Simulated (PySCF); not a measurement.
Stretching TlBi

Set-up: Tl cc-pVDZ-PP with ECP60, Bi cc-pVDZ-PP with ECP60; scalar-relativistic core potentials (PySCF 2.14). Energies in eV from Tl + Bi in their ground configurations at the same level. State: ³Σ⁻ (triplet), unpaired electrons π ↑↑.

All columns are PBE0. A positive dipole means Tl(−)Bi(+).

```json
{"R (Å)": "2.659", "E (eV)": "-0.933", "μ (D)": "-0.64", "Mulliken charge on Tl (basis-dependent)": "0.14", "HOMO (eV)": "-4.68", "LUMO (eV)": "-3.22", "Mayer bond order": "1.24", "⟨S²⟩": "2.00"}
{"R (Å)": "2.783", "E (eV)": "-1.273", "μ (D)": "-1.16", "Mulliken charge on Tl (basis-dependent)": "0.17", "HOMO (eV)": "-4.69", "LUMO (eV)": "-3.03", "Mayer bond order": "1.20", "⟨S²⟩": "2.01"}
{"R (Å)": "2.906", "E (eV)": "-1.454", "μ (D)": "-1.67", "Mulliken charge on Tl (basis-dependent)": "0.19", "HOMO (eV)": "-4.69", "LUMO (eV)": "-2.87", "Mayer bond order": "1.16", "⟨S²⟩": "2.01"}
{"R (Å)": "2.999", "E (eV)": "-1.514", "μ (D)": "-2.05", "Mulliken charge on Tl (basis-dependent)": "0.21", "HOMO (eV)": "-4.66", "LUMO (eV)": "-2.76", "Mayer bond order": "1.13", "⟨S²⟩": "2.01"}
{"R (Å)": "3.092", "E (eV)": "-1.529", "μ (D)": "-2.41", "Mulliken charge on Tl (basis-dependent)": "0.22", "HOMO (eV)": "-4.63", "LUMO (eV)": "-2.66", "Mayer bond order": "1.11", "⟨S²⟩": "2.01"}
{"R (Å)": "3.185", "E (eV)": "-1.510", "μ (D)": "-2.75", "Mulliken charge on Tl (basis-dependent)": "0.23", "HOMO (eV)": "-4.59", "LUMO (eV)": "-2.57", "Mayer bond order": "1.09", "⟨S²⟩": "2.01"}
{"R (Å)": "3.308", "E (eV)": "-1.445", "μ (D)": "-3.19", "Mulliken charge on Tl (basis-dependent)": "0.24", "HOMO (eV)": "-4.52", "LUMO (eV)": "-2.47", "Mayer bond order": "1.06", "⟨S²⟩": "2.02"}
{"R (Å)": "3.463", "E (eV)": "-1.324", "μ (D)": "-3.68", "Mulliken charge on Tl (basis-dependent)": "0.25", "HOMO (eV)": "-4.43", "LUMO (eV)": "-2.38", "Mayer bond order": "1.02", "⟨S²⟩": "2.03"}
{"R (Å)": "3.649", "E (eV)": "-1.148", "μ (D)": "-4.18", "Mulliken charge on Tl (basis-dependent)": "0.26", "HOMO (eV)": "-4.31", "LUMO (eV)": "-2.31", "Mayer bond order": "0.96", "⟨S²⟩": "2.05"}
{"R (Å)": "3.896", "E (eV)": "-0.903", "μ (D)": "-4.59", "Mulliken charge on Tl (basis-dependent)": "0.25", "HOMO (eV)": "-4.16", "LUMO (eV)": "-2.29", "Mayer bond order": "0.86", "⟨S²⟩": "2.14"}
```

A fit through these points gives, at Re = 3.081 Å, μ = -2.36 D and dμ/dR = -3.84 D/Å; the reduced mass is 103.5 u.

**Question.** How strong is the fundamental in the double-harmonic approximation, I = 42.26·(dμ/dR)²/μred km/mol?

**Answer.** I = 42.26·(-3.84)²/103.5 = 6.02 km/mol at PBE0.

⟨S²⟩ of the unrestricted solution departs from its pure value on part of the curve, where spin states mix. These are scalar-relativistic numbers at best; spin–orbit coupling would shift them, the dissociation energy most. The state was picked by a PBE0 search and need not be the measured ground state.
